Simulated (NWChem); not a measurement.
The numbers come from NWChem runs, not from measurements. System: CHCl₂, charge 0, spin multiplicity 2, at a geometry optimised with UPBE0/def2-SVP. The structure started from a generated list of species. Its SCF solution wasn't tested for a lower state. Level: ROCCSD(T)/def2-SVP, 11 core orbitals frozen.

Job file:

```
start mol
memory heap 100 mb stack 700 mb global 1900 mb
geometry units angstroms nocenter noautoz
  Cl     0.169072    -0.023894     1.470293
  C     -0.668668     0.148477     0.000000
  Cl     0.169072    -0.023894    -1.470293
  H     -1.736423    -0.078460     0.000000
  symmetry group Cs
end
basis spherical
  * library def2-svp
end
scf
  rohf
  nopen 1
  maxiter 100
  thresh 1e-7
  semidirect memsize 60000000 filesize 0
  # guess.movecs holds the orbitals of an unrestricted PBE0 run
  vectors input guess.movecs output mol.movecs
end
tce
  freeze core 11
  ccsd(t)
  2eorb
  2emet 13
  thresh 1e-6
  maxiter 100
  tilesize 24
end
task tce energy
```

NWChem printed:

```
             Northwest Computational Chemistry Package (NWChem) 7.3.0
             --------------------------------------------------------

                                NWChem Input Module
                                -------------------

 Scaling coordinates for geometry "geometry" by  1.889725989
 (inverse scale =  0.529177249)

 Turning off AUTOSYM since
 SYMMETRY directive was detected!

                             Geometry "geometry" -> ""
                             -------------------------

 Output coordinates in angstroms (scale by  1.889725989 to convert to a.u.)

  No.       Tag          Charge          X              Y              Z
 ---- ---------------- ---------- -------------- -------------- --------------
    1 Cl                  17.0000     0.16907200    -0.02389400     1.47029300
    2 C                    6.0000    -0.66866800     0.14847700     0.00000000
    3 Cl                  17.0000     0.16907200    -0.02389400    -1.47029300
    4 H                    1.0000    -1.73642300    -0.07846000     0.00000000

 Effective nuclear repulsion energy (a.u.)     125.8548506201

            Nuclear Dipole moment (a.u.)
            ----------------------------
        X                 Y               Z
 ---------------- ---------------- ----------------
     0.0000321253     0.0000113384     0.0000000000

      Symmetry information
      --------------------

 Group name             Cs
 Group number              2
 Group order               2
 No. of unique centers     3

      Symmetry unique atoms

     1    2    4


 Summary of "ao basis" -> "" (spherical)
 ------------------------------------------------------------------------------
       Tag                 Description            Shells   Functions and Types
 ---------------- ------------------------------  ------  ---------------------
 *                          def2-svp                  on all atoms

 Summary of "ao basis" -> "ao basis" (spherical)
 ------------------------------------------------------------------------------
       Tag                 Description            Shells   Functions and Types
 ---------------- ------------------------------  ------  ---------------------
 Cl                         def2-svp                 8       18   4s3p1d
 C                          def2-svp                 6       14   3s2p1d
 H                          def2-svp                 3        5   2s1p

                                 NWChem SCF Module
                                 -----------------

  ao basis        = "ao basis"
  functions       =    55
  atoms           =     4
  closed shells   =    20
  open shells     =     1
  charge          =   0.00
  wavefunction    = ROHF
  use symmetry    = T
  symmetry adapt  = T

 Summary of "ao basis" -> "ao basis" (spherical)
 ------------------------------------------------------------------------------
       Tag                 Description            Shells   Functions and Types
 ---------------- ------------------------------  ------  ---------------------
 Cl                         def2-svp                 8       18   4s3p1d
 C                          def2-svp                 6       14   3s2p1d
 H                          def2-svp                 3        5   2s1p

      Symmetry analysis of basis
      --------------------------

        a'         32
        a"         23

 Forming initial guess at       0.0s

      Symmetry analysis of molecular orbitals - initial
      -------------------------------------------------

  Numbering of irreducible representations:

     1 a'          2 a"

  Orbital symmetries:

     1 a"          2 a'          3 a'          4 a"          5 a'
     6 a"          7 a'          8 a'          9 a"         10 a"
    11 a'         12 a'         13 a"         14 a'         15 a'
    16 a"         17 a'         18 a"         19 a'         20 a"
    21 a'         22 a'         23 a"         24 a'         25 a'
    26 a"         27 a'         28 a'         29 a"         30 a'
    31 a'

 Starting SCF solution at       0.1s

 ----------------------------------------------
         Quadratically convergent ROHF

 Convergence threshold     :          1.000E-07
 Maximum no. of iterations :          100
 Final Fock-matrix accuracy:          1.000E-09
 ----------------------------------------------

              iter       energy          gnorm     gmax       time
             ----- ------------------- --------- --------- --------
                 1     -957.0098719097  7.83D-01  2.26D-01      0.2
                 2     -957.0500659864  3.00D-01  7.88D-02      0.3
                 3     -957.0638780551  4.03D-02  1.79D-02      0.3
                 4     -957.0642680944  1.99D-03  7.61D-04      0.4
                 5     -957.0642693659  2.10D-06  8.39D-07      0.5
                 6     -957.0642693659  9.75D-09  4.23D-09      0.6

       Final ROHF results
       ------------------

         Total SCF energy =   -957.064269365941
      One-electron energy =  -1571.824111317929
      Two-electron energy =    488.904991331882
 Nuclear repulsion energy =    125.854850620106

        Time for solution =      0.5s

       Symmetry analysis of molecular orbitals - final
       -----------------------------------------------

  Numbering of irreducible representations:

     1 a'          2 a"

  Orbital symmetries:

     1 a"          2 a'          3 a'          4 a"          5 a'
     6 a"          7 a'          8 a"          9 a'         10 a"
    11 a'         12 a'         13 a"         14 a'         15 a'
    16 a"         17 a'         18 a"         19 a'         20 a"
[...]
    11      0.440270  1 Cl px                43      0.440270  3 Cl px
     8      0.314743  1 Cl px                40      0.314743  3 Cl px
    51      0.204650  4 H  s                  5      0.180769  1 Cl px
    37      0.180769  3 Cl px                22     -0.167689  2 C  px

 Vector   20  Occ=2.000000D+00  E=-4.597975D-01  Symmetry=a"
              MO Center=  1.2D-01, -1.2D-02, -2.6D-14, r^2= 3.4D+00
   Bfn.  Coefficient  Atom+Function         Bfn.  Coefficient  Atom+Function
  ----- ------------  ---------------      ----- ------------  ---------------
    13     -0.343407  1 Cl pz                45     -0.343407  3 Cl pz
    11      0.323219  1 Cl px                43     -0.323219  3 Cl px
    10     -0.246925  1 Cl pz                42     -0.246925  3 Cl pz
     8      0.237046  1 Cl px                40     -0.237046  3 Cl px

 Vector   21  Occ=1.000000D+00  E=-1.333933D-01  Symmetry=a'
              MO Center= -5.7D-01,  3.0D-01,  3.6D-15, r^2= 1.5D+00
   Bfn.  Coefficient  Atom+Function         Bfn.  Coefficient  Atom+Function
  ----- ------------  ---------------      ----- ------------  ---------------
    23      0.638075  2 C  py                26      0.467401  2 C  py
    12     -0.281909  1 Cl py                44     -0.281909  3 Cl py
    21      0.191779  2 C  s                 20      0.162079  2 C  s

 Vector   22  Occ=0.000000D+00  E= 1.828893D-01  Symmetry=a'
              MO Center= -1.5D+00, -1.2D-01, -1.3D-15, r^2= 3.6D+00
   Bfn.  Coefficient  Atom+Function         Bfn.  Coefficient  Atom+Function
  ----- ------------  ---------------      ----- ------------  ---------------
    21      1.931721  2 C  s                 52     -1.857323  4 H  s
    13      0.417509  1 Cl pz                45     -0.417509  3 Cl pz
    20      0.409109  2 C  s                 25     -0.406735  2 C  px
     4     -0.364722  1 Cl s                 36     -0.364722  3 Cl s
    26     -0.317120  2 C  py                11      0.236133  1 Cl px

 Vector   23  Occ=0.000000D+00  E= 2.428289D-01  Symmetry=a'
              MO Center= -7.7D-01, -8.3D-02, -1.8D-14, r^2= 3.8D+00
   Bfn.  Coefficient  Atom+Function         Bfn.  Coefficient  Atom+Function
  ----- ------------  ---------------      ----- ------------  ---------------
    52      1.589156  4 H  s                 25      1.342113  2 C  px
    13      0.687074  1 Cl pz                45     -0.687074  3 Cl pz
     4     -0.560860  1 Cl s                 36     -0.560860  3 Cl s
    22      0.405407  2 C  px                20      0.262901  2 C  s
     3     -0.151765  1 Cl s                 35     -0.151765  3 Cl s

 Vector   24  Occ=0.000000D+00  E= 2.791584D-01  Symmetry=a"
              MO Center= -4.2D-01,  8.9D-02,  1.0D-14, r^2= 3.0D+00
   Bfn.  Coefficient  Atom+Function         Bfn.  Coefficient  Atom+Function
  ----- ------------  ---------------      ----- ------------  ---------------
    27      1.451019  2 C  pz                 4     -0.789187  1 Cl s
    36      0.789187  3 Cl s                 13      0.607199  1 Cl pz
    45      0.607199  3 Cl pz                11      0.571369  1 Cl px
    43     -0.571369  3 Cl px                24      0.484132  2 C  pz
     3     -0.171344  1 Cl s                 35      0.171344  3 Cl s

 center of mass
 --------------
 x =   0.04671555 y =   0.00071899 z =   0.00000000

 moments of inertia (a.u.)
 ------------------
         541.013721707946           4.775908985679           0.000000000000
           4.775908985679         576.874344142322           0.000000000000
           0.000000000000           0.000000000000          38.079440587916

  Mulliken analysis of the total density
  --------------------------------------

    Atom       Charge   Shell Charges
 -----------   ------   -------------------------------------------------------
    1 Cl  17    17.12   2.00  1.99  1.21  0.75  5.94  2.10  3.08  0.05
    2 C    6     5.89   1.99  0.92  0.24  1.90  0.78  0.06
    3 Cl  17    17.12   2.00  1.99  1.21  0.75  5.94  2.10  3.08  0.05
    4 H    1     0.87   0.73  0.11  0.03

 Mulliken analysis of the open-shell density
 -------------------------------------------

    Atom       Charge   Shell Charges
 -----------   ------   -------------------------------------------------------
    1 Cl  17     0.06   0.00  0.00  0.00 -0.00  0.00  0.03  0.03  0.01
    2 C    6     0.87   0.00  0.02  0.02  0.53  0.28  0.00
    3 Cl  17     0.06   0.00  0.00  0.00 -0.00  0.00  0.03  0.03  0.01
    4 H    1     0.01   0.00 -0.00  0.00

       Multipole analysis of the density wrt the origin
       ------------------------------------------------

     L   x y z        total         open         nuclear
     -   - - -        -----         ----         -------
     0   0 0 0     -0.000000     -1.000000     41.000000

     1   1 0 0     -0.469130      1.072710      0.000032
     1   0 1 0     -0.072893     -0.566256      0.000011
     1   0 0 1     -0.000000     -0.000000      0.000000

     2   2 0 0    -21.433097     -2.393515     23.818170
     2   1 1 0      0.173268      0.847635     -2.131228
     2   1 0 1     -0.000000      0.000000      0.000000
     2   0 2 0    -23.498291     -2.262713      0.563656
     2   0 1 1      0.000000     -0.000000      0.000000
     2   0 0 2    -23.649154     -2.340765    262.472838

                   NWChem Extensible Many-Electron Theory Module
                   ---------------------------------------------


            General Information
            -------------------
      Number of processors :     1
         Wavefunction type : Restricted open-shell Hartree-Fock
          No. of electrons :    41
           Alpha electrons :    21
            Beta electrons :    20
           No. of orbitals :   110
            Alpha orbitals :    55
             Beta orbitals :    55
        Alpha frozen cores :    11
         Beta frozen cores :    11
     Alpha frozen virtuals :     0
      Beta frozen virtuals :     0
         Spin multiplicity : doublet
    Number of AO functions :    55
       Number of AO shells :    25
        Use of symmetry is : on
      Symmetry adaption is : on
         Schwarz screening : 0.10D-09

          Correlation Information
          -----------------------
          Calculation type : Coupled-cluster singles & doubles w/ perturbation
   Perturbative correction : (T)
            Max iterations :      100
        Residual threshold : 0.10D-05
     T(0) DIIS level shift : 0.00D+00
     L(0) DIIS level shift : 0.00D+00
     T(1) DIIS level shift : 0.00D+00
     L(1) DIIS level shift : 0.00D+00
     T(R) DIIS level shift : 0.00D+00
     T(I) DIIS level shift : 0.00D+00
   CC-T/L Amplitude update :  5-th order DIIS
                I/O scheme : Global Array Library
        L-threshold :  0.10D-05
        EOM-threshold :  0.10D-05
 no EOMCCSD initial starts read in
 TCE RESTART OPTIONS
 SLICE:      F
 D4D5:       F
 quantumc:   F
 qrotation:  F
 pwtce:      F
 qducc:      F
 nacto:                         0
 nrotv:                         0
 nrot:                          0

            Memory Information
            ------------------
          Available GA space size is     249030750 doubles
          Available MA space size is     104854572 doubles

 Maximum block size supplied by input
 Maximum block size        24 doubles

 tile_dim =     20

 -------------------------------------------------
   1    alpha     a'     5 doubles       0       1
   2    alpha     a'     1 doubles       5       2
   3    alpha     a"     4 doubles       6       3
   4    beta      a'     5 doubles      10       4
   5    beta      a"     4 doubles      15       5
   6    alpha     a'    20 doubles      19       6
   7    alpha     a"    14 doubles      39       7
   8    beta      a'     1 doubles      53       8
   9    beta      a'    20 doubles      54       9
  10    beta      a"    14 doubles      74      10

 Global array virtual files algorithm will be used

 Parallel file system coherency ......... OK

 4-electron integrals stored in orbital form

 v2    file size   =           596478
 4-index algorithm nr.  13 is used
 imaxsize =       30
 imaxsize ichop =        0


CCSD iterations
 ---------------------------------------------------------
 Iter          Residuum       Correlation     Cpu    Wall
 ---------------------------------------------------------
    1   0.1480472493459  -0.3938509829634     0.2     0.2
    2   0.0377264467736  -0.4138242369291     0.2     0.2
    3   0.0132970074466  -0.4204983821772     0.2     0.2
    4   0.0049847484994  -0.4218733934970     0.2     0.2
    5   0.0023227781743  -0.4223836982089     0.2     0.2
    6   0.0010151429404  -0.4226263503278     0.2     0.2
    7   0.0004837424256  -0.4227189146181     0.2     0.2
    8   0.0003209560682  -0.4227062666858     0.2     0.2
    9   0.0001962778813  -0.4227204542722     0.2     0.2
   10   0.0001563743290  -0.4227164622293     0.2     0.2
   11   0.0000358655503  -0.4227216509896     0.2     0.2
   12   0.0000185698160  -0.4227224626133     0.2     0.2
   13   0.0000135222052  -0.4227232363690     0.2     0.2
   14   0.0000083924915  -0.4227226799504     0.2     0.2
   15   0.0000063669108  -0.4227230025529     0.2     0.2
   16   0.0000015399009  -0.4227226801148     0.2     0.2
   17   0.0000008336968  -0.4227228100410     0.2     0.2
 -----------------------------------------------------------------
 Iterations converged
 CCSD correlation energy / hartree =        -0.422722810040960
 CCSD total energy / hartree       =      -957.486992175981754

 Singles contributions

 Doubles contributions
 CCSD(T)
 Using plain CCSD(T) code
             total no. of tasks          148
 total no. of tasks / no. procs          148
                         wl_min           80           2.1
                         wl_max      1000000          10.0
        thresh for no. of tasks          148

 CCSD[T]  correction energy / hartree =        -0.011725275904776
 CCSD[T] correlation energy / hartree =        -0.434448085945736
 CCSD[T] total energy / hartree       =      -957.498717451886478
 CCSD(T)  correction energy / hartree =        -0.011081292295851
 CCSD(T) correlation energy / hartree =        -0.433804102336811
 CCSD(T) total energy / hartree       =      -957.498073468277653

 Task  times  cpu:        8.5s     wall:        8.5s

 Total times  cpu:        8.5s     wall:        8.5s
```
